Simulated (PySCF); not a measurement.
# Working out the ionisation energy of Co⁺

Co⁺ [Ar] 3d8 (3F) → Co²⁺ [Ar] 3d7 (4F). Computed with PySCF 2.14 in def2-TZVP, with no relativity, point nucleus. Frozen: [Ar]. Energies in hartree (1 hartree = 27.21139 eV):

| part | Co⁺ (lower) | Co²⁺ (upper) |
| --- | --- | --- |
| UHF | -1381.107253 | -1380.579251 |
| MP2 opposite-spin | -0.142399 | -0.081670 |
| MP2 same-spin | -0.087550 | -0.062796 |

Question: What does Hartree-Fock give?

Answer: (-1380.579251) − (-1381.107253) = 0.528002 hartree = 14.368 eV.

Question: What do MP2 and SCS-MP2 (6/5 opposite-spin, 1/3 same-spin) give?

Answer: The opposite-spin parts differ by 1.653 eV and the same-spin parts by 0.674 eV. MP2: 14.368 + (1.653) + (0.674) = 16.695 eV. SCS-MP2: 14.368 + 1.2 × (1.653) + (0.674)/3 = 16.576 eV.

Reference: 17.084 eV (measured; NIST Atomic Spectra Database, ionization energies), between the lowest levels; spin-orbit coupling is absent from the calculation.

The calculation is non-relativistic.

What remains against the reference includes basis incompleteness, the frozen core and correlation beyond second order.
